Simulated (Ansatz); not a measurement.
Cartesian coordinates in Å:
```
C -1.5067 1.2070 -0.3455
C -0.3137 0.7518 0.4656
N 0.3993 -0.4203 -0.0142
C 1.5179 -0.7563 0.8413
B 0.1250 -1.1927 -1.1437
F 0.8900 -2.2466 -1.4440
F -0.8809 -0.9552 -1.9837
H -2.2816 0.4419 -0.3982
H -1.9337 2.0894 0.1357
H -1.2295 1.4779 -1.3645
H 0.4080 1.5773 0.5363
H -0.6367 0.5488 1.4959
H 2.2331 0.0730 0.8869
H 2.0338 -1.6383 0.4689
H 1.1759 -0.9577 1.8630
```

Charge 0, multiplicity 1.

(1) List the ωB97M-V/def2-TZVPP orbital energies in eV (the Gaussian-basis code of Ansatz). (An estimate is asked.)

Answers

(1) The calculation gave: Occupied: -677.45, -677.41, -394.94, -282.52, -282.24, -281.27, -189.95, -36.77, -35.96, -28.69, -24.13, -21.70, -20.52, -18.29, -17.27, -16.74, -16.50, -15.62, -15.62, -14.67, -14.58, -14.28, -13.95, -13.64, -12.72, -12.57, -12.45, -9.61. Lowest empty: 2.15, 3.04, 3.14, 3.18, 4.24, 4.32, 4.58, 5.00.
